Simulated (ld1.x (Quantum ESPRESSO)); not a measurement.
**As, RRKJ: configuration errors across variants**

arsenic, norm-conserving RRKJ (Kleinman–Bylander form), made with ld1.x (Quantum ESPRESSO) 7.5 (LDA (PZ), scalar-relativistic). Core [Ar] 3d10, reference 4s1.5 4p3.5. Waves: 4p (bound): rc 1.35 bohr; 4s (bound): rc 1.25 bohr. Local part: the s channel. Core correction: none.

All-electron excitation energies from the reference (eV): (1) 4s2 4p3 -4.710; (2) 4s2 4p2 4.615; (3) 4s2 4p1 22.778; (4) 4s2 4p3.3 -5.988; (5) 4s1 4p4 4.773; (6) 4s2 4p2.5 -1.073; (7) 4s2 4p0 50.818; (8) 4s1.5 4p3.5 spin -1.381; (9) 4s2 4p3 spin -6.034.

Spin tests fill each open shell by Hund’s rule, majority spin first.

4 further variants failed, have other tests or another functional or relativity, and are left out.

A true bound ghost makes a file unfit for plane-wave use even where its test errors are small: the radial tests pick states by their node count and pass the ghost by.

Errors AE − PS in meV (a dash: test not solved or not reliable):

```csv
change,(1),(2),(3),(4),(5),(6),(7),(8),(9),bound ghosts
base,+2.2,+2.0,+12,+1.9,+1.6,+2.1,+89,+271,+173,p
core correction a·sin(br)/r model core inside 1.54 bohr,-0.7,-2.3,-20,-1.5,-1.6,-0.2,-58,+42,+23,p
wave 4p (bound): rc 1.35 bohr becomes 4p (bound): rc 1.40 bohr,+2.1,+1.9,+13,+1.9,+1.5,+2.0,+92,+272,+174,p
wave 4s (bound): rc 1.25 bohr becomes 4s (bound): rc 1.84 bohr,+2.6,+3.2,+17,+2.5,+2.0,+2.6,+89,+271,+175,p
```

(1) Give the same row for: all radii scaled by about 1.12 (s 1.40, p 1.52 bohr).

Results:

(1) +2.1, +2.2, +17, +2.3, +1.5, +1.7, +92, +277, +178; bound ghosts: none.
